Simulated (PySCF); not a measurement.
A side-by-side comparison of computed properties.

First species: C6H11ClO2S.
InChI=1S/C6H11ClO2S/c7-10(8,9)6-4-2-1-3-5-6/h6H,1-5H2

Second species: C6H12OSi2.
SMILES: `CCC1=C[SiH2]C=C[SiH2]O1`

Levels: PBE0/pcSseg-1 for HOMO energy, LUMO energy and HOMO–LUMO gap. Geometries: GFN2-xTB. All species are isolated and taken at one optimised geometry, non-relativistic unless stated; the electronic structure was computed with PySCF and density fitting.

Dipoles, sizes and rotational constants follow the conformer. The torsions of the flexible species, by atom-mapped SMILES:
- `[CH3:1][CH2:2][C:3]1=[CH:4][SiH2:5][CH:6]=[CH:7][SiH2:8][O:9]1`: C1–C2–C3–C4 -106°

The conformers of `O=S(=O)(Cl)C1CCCCC1` aren't listed.

```json
{"property": "HOMO energy", "column X": "-6.98 eV", "column Y": "-8.88 eV"}
{"property": "LUMO energy", "column X": "-0.80 eV", "column Y": "-1.27 eV"}
{"property": "HOMO–LUMO gap", "column X": "6.18 eV", "column Y": "7.61 eV"}
```

(1) Which column belongs to which species?

(2) How does each property change from the first species to the second?

## Answers

(1) Column X is the second species and column Y the first. The first has 21 atoms and 96 electrons, the second 21 and 84.

(2) HOMO energy +1.90 eV; LUMO energy +0.47 eV; HOMO–LUMO gap -1.43 eV.

